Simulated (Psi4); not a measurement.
Noncovalent pair: CH4 (SMILES C) (first 5 atoms) with CH6Si (SMILES C[SiH3]); geometry from B3LYP-D3(BJ)/def2-TZVP, rigid monomers moved along the line of their centres of mass till C1···Si7 is 7.03 Å.
(charge 0, multiplicity 1):
| atom | x (Å) | y (Å) | z (Å) |
|---|---|---|---|
| C | -0.0874 | 0.0124 | 0.3210 |
| H | -0.3336 | -0.4011 | -0.6560 |
| H | 0.5725 | -0.6746 | 0.8487 |
| H | 0.4121 | 0.9719 | 0.1923 |
| H | -1.0019 | 0.1511 | 0.8959 |
| C | 0.6868 | 1.1282 | 7.1101 |
| Si | -0.1164 | -0.5518 | 7.3332 |
| H | 0.7740 | 1.3792 | 6.0522 |
| H | 1.6876 | 1.1406 | 7.5455 |
| H | 0.0974 | 1.9076 | 7.5965 |
| H | -1.4776 | -0.5657 | 6.7447 |
| H | -0.2303 | -0.8866 | 8.7742 |
| H | 0.6867 | -1.6097 | 6.6733 |

Level of theory: SAPT0/jun-cc-pV(D+d)Z (Psi4).

Task: Give the four SAPT terms and the total, and say what mostly holds the pair together.

Result: electrostatics 0.00, exchange 0.00, induction 0.00, dispersion -0.03, total -0.03 kcal/mol; the largest attraction is dispersion.
